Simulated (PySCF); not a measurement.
B2H3NO (calculated)

All values are calculated (PySCF 2.14.0). Calculation on a computer-drawn molecule: optimised geometry and harmonic frequencies of an isolated molecule of the commonest isotopes, restricted reference for singlets and unrestricted otherwise, frozen core in MP2.

## B2H3NO

Start structure:
```xyz
7
B2H3NO
N     -2.1850     0.2470     0.1144
B     -0.9450     0.5086     0.1649
B      0.6030     0.8080     0.2187
O      1.5825     0.2519    -0.5430
H     -3.2231     0.0873     0.0580
H      1.1157     1.7199     0.9030
H      1.2863    -0.4557    -1.0836
```

Settings of this run: charge 0, multiplicity 1, method HF and basis cc-pVDZ.

Results for B2H3NO: rotational constants 46.33, 3.687, 3.415 GHz; total energy -180.4888 hartree; convergence status largest gradient component 1.429e-05 hartree/bohr.

Drawn bonds:
| atom | other atom | order |
| --- | --- | --- |
| 1 | 2 | 2 |
| 2 | 3 | 1 |
| 3 | 4 | 1 |
| 1 | 5 | 1 |
| 3 | 6 | 1 |
| 4 | 7 | 1 |

Optimised structure:
```xyz
7
B2H3NO
N     -2.1970     0.2522     0.0945
B     -0.9969     0.5167     0.1510
B      0.6755     0.8683     0.2140
O      1.5816     0.2101    -0.5320
H     -3.1624     0.0572     0.0656
H      1.1067     1.7243     0.9336
H      1.2269    -0.4618    -1.0944
```

Modes:
| frequency (cm⁻¹) | reduced mass (dalton) |
| --- | --- |
| 182 | 4.211 |
| 291 | 2.996 |
| 516.6 | 1.509 |
| 527.7 | 2.993 |
| 574.9 | 1.24 |
| 706.3 | 1.479 |
| 740.3 | 4.156 |
| 939 | 1.39 |
| 1094 | 1.138 |
| 1258 | 1.348 |
| 1414 | 5.93 |
| 2092 | 7.746 |
| 2722 | 1.094 |
| 4084 | 1.102 |
| 4162 | 1.067 |
